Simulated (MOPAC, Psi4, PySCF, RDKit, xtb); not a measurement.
Two geometries of SMILES C[SiH2][SiH2]Cl (CH7ClSi2), relaxed at B3LYP-D3(BJ)/def2-SVP with one dihedral held; other torsions can differ between them too.

Structure A

```
11

C      1.7128    -0.2580     0.0159
Si     0.2179     0.8887     0.1579
Si    -1.7668    -0.3009    -0.2687
Cl    -2.4672    -1.0683     1.5507
H      1.6363    -1.0915     0.7319
H      2.6486     0.2861     0.2197
H      1.7751    -0.6825    -0.9985
H      0.1131     1.4927     1.5184
H      0.3308     1.9969    -0.8407
H     -2.8424     0.5602    -0.8386
H     -1.5416    -1.4457    -1.1988
```

Structure B

```
11

C     -1.7116    -0.3230     0.0313
Si    -0.2203     0.8250     0.1636
Si     1.7268    -0.4021    -0.3342
Cl     1.1585    -1.9041    -1.6880
H     -1.6764    -1.1015     0.8094
H     -2.6540     0.2359     0.1408
H     -1.7073    -0.8235    -0.9490
H     -0.0921     1.4163     1.5306
H     -0.3310     1.9470    -0.8172
H      2.2978    -1.0793     0.8657
H      2.8014     0.4121    -0.9694
```

Question: Which is lower in energy at the level DF-MP2 (frozen core)/cc-pVTZ // B3LYP-D3(BJ)/def2-SVP in Psi4, and by how much?

Answer: B is lower, by 0.41 kcal/mol (dihedral C1–Si2–Si3–Cl4: 90° in A, 30° in B).

E(B) − E(A) in kcal/mol at the other levels, on the same two geometries: MMFF94 // B3LYP-D3(BJ)/def2-SVP (RDKit) 0.04; PBE0/def2-TZVP // B3LYP-D3(BJ)/def2-SVP (Psi4) -0.20; PBE0-D3(BJ)/def2-TZVP // B3LYP-D3(BJ)/def2-SVP (Psi4) -0.38; PBE/def2-TZVP // B3LYP-D3(BJ)/def2-SVP (Psi4) -0.20; PBE-D3(BJ)/def2-TZVP // B3LYP-D3(BJ)/def2-SVP (Psi4) -0.39; M06-2X/def2-TZVP // B3LYP-D3(BJ)/def2-SVP (Psi4) -0.48; HF/cc-pVTZ // B3LYP-D3(BJ)/def2-SVP (Psi4) 0.08; UFF // B3LYP-D3(BJ)/def2-SVP (RDKit) 0.22; AM1, restricted, heats of formation // B3LYP-D3(BJ)/def2-SVP (MOPAC) 0.30; PM3, restricted, heats of formation // B3LYP-D3(BJ)/def2-SVP (MOPAC) 0.23; GFN1-xTB // B3LYP-D3(BJ)/def2-SVP (xtb) 0.41; restricted B3LYP/6-31G*, spherical d // B3LYP-D3(BJ)/def2-SVP (PySCF) -0.10; restricted MP2 (frozen core)/3-21G // B3LYP-D3(BJ)/def2-SVP (PySCF) -0.64; restricted Hartree-Fock/3-21G // B3LYP-D3(BJ)/def2-SVP (PySCF) -0.55; restricted B3LYP/LANL2DZ, with its core potentials past Ne // B3LYP-D3(BJ)/def2-SVP (PySCF) -0.48.

MMFF94 has few fitted parameters for silicon.
